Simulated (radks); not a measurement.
Neutral rubidium inside a hard spherical wall (all orbitals vanish at R), configuration held at [Kr] 5s1 and not refilled when levels cross. Method: scalar-relativistic Kohn-Sham, PBE, spin-polarised, spherical densities, point nucleus; open shells are filled with parallel spins first (spin-orbit coupling, left out, can overturn this in heavy ions); computed with a radial shooting solver on a logarithmic mesh with Libxc functionals. Eigenvalues in eV for spin up, with the zero of energy where the potential of the charges vanishes at infinity; a dash marks a level that is unbound or too diffuse for the functional's potential to be trusted. A positive occupied level is held by the wall or, in an anion where self-interaction has pushed it up, behind a barrier. The pressure on the wall is -dE/dV.

| R (bohr) | E (hartree) | kinetic (hartree) | e(3d) | e(4s) | e(4p) | e(5s) | e(5p, empty) | e(6s, empty) | pressure (GPa) |
|---|---|---|---|---|---|---|---|---|---|
| free | -2981.20150 | 3053.245 | -103.91 | -31.857 | -15.948 | -2.436 | -0.893 | - | 0 |
| 8 | -2981.17843 | 3053.352 | -103.04 | -31.019 | -15.138 | -1.453 | 1.125 | 8.090 | 0.596 |
| 6 | -2981.10110 | 3053.618 | -101.84 | -29.929 | -14.112 | 1.083 | 5.215 | 20.234 | 5.15 |
| 5 | -2980.96747 | 3054.085 | -100.41 | -28.741 | -12.990 | 4.917 | 10.750 | 34.985 | 20.2 |
| 4 | -2980.54409 | 3055.656 | -96.668 | -25.934 | -10.171 | 15.124 | 24.025 | 67.116 | 112 |
| 3 | -2978.68216 | 3062.361 | -84.840 | -17.207 | -0.462 | 48.673 | 63.056 | 152.23 | 1010 |
| 2.5 | -2975.46482 | 3072.847 | -71.064 | -5.409 | 13.256 | 93.637 | 112.08 | 252.39 | 3780 |
| 2 | -2966.38313 | 3099.557 | -45.744 | 23.364 | 46.427 | 195.27 | 218.54 | 460.90 | 17800 |
